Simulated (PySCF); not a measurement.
C5H6O2, SMILES C#C[C@@H]1[C@H](O)[C@@H]1O. Atoms are numbered in the order given.

```xyz
13

C      2.2888    -0.7265    -0.7332
C      1.3539    -0.6448     0.0362
C      0.2011    -0.5647     0.8799
C     -1.1578    -0.4879     0.1872
O     -1.1652    -0.3403    -1.1877
C     -0.6439     0.7140     0.9084
O     -0.2913     1.7974     0.1567
H      3.1412    -0.7817    -1.3846
H      0.2428    -1.1455     1.8071
H     -1.9787    -1.0862     0.6005
H     -0.4728    -0.9021    -1.5640
H     -1.0697     0.9747     1.8826
H     -0.4634     1.5433    -0.7647
```

The structure is a stationary point at PBE0-D3(BJ)/def2-SVP. The structure was generated by enumeration; whether it is a known compound was not checked. The values are those of a single conformer.

Level of theory: PySCF with HF/pcSseg-1.

GIAO shieldings, no solvent; atoms listed in one row are averaged. δ = σ(ref) − σ: ¹³C against TMS (σ = 192.6 ppm); ¹⁷O against H2O (σ = 333.0 ppm); ¹H against TMS (σ = 31.99 ppm), references at their B3LYP-D3(BJ)/def2-TZVP geometries, non-relativistic.

Computed chemical shifts:
```tsv
nucleus	atoms	count	δ (ppm)
¹³C	C2	1	83.2
¹³C	C1	1	81.3
¹³C	C6	1	45.1
¹³C	C4	1	39.9
¹³C	C3	1	9.3
¹⁷O	O5	1	-2.5
¹⁷O	O7	1	-13.9
¹H	H12	1	3.33
¹H	H10	1	3.21
¹H	H13	1	3.05
¹H	H8	1	2.65
¹H	H11	1	2.02
¹H	H9	1	1.12
```
